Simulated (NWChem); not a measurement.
System: Si2H4O, singlet; SMILES O[Si][SiH3]

```xyz
7

Si    -0.7267     0.8717    -0.0034
O      0.7918     1.6202     0.0020
H      1.5898     1.0577    -0.0423
Si     0.0951    -1.4507    -0.0034
H      1.5566    -1.5044    -0.4114
H     -0.6669    -2.4181    -0.8766
H      0.0286    -1.9904     1.4098
```
Atoms are numbered in this order, from 1.

Computed with NWChem. Low-valent species are run as closed-shell singlets; no triplet was tried in these runs. Geometry: optimised at PBE-D3(BJ)/def2-SVP. Total energies compare along this basis series because the functional is fixed.

```
level             basis functions  energy (Ha)  highest occupied level (eV)  orbital gap (eV)  dipole (D)  relative time
----------------  ---------------  -----------  ---------------------------  ----------------  ----------  -------------
TPSS/cc-pVDZ                   70    -656.6491                        -5.38              2.20        0.94              1
TPSS/aug-cc-pVDZ              113    -656.6630                        -5.49              2.15        0.85              2
TPSS/cc-pVTZ                  154    -656.7069                        -5.44              2.18        0.86              3
TPSS/aug-cc-pVTZ              238    -656.7101                        -5.49              2.16        0.83              5
```

Times are rough ratios from one shared machine.
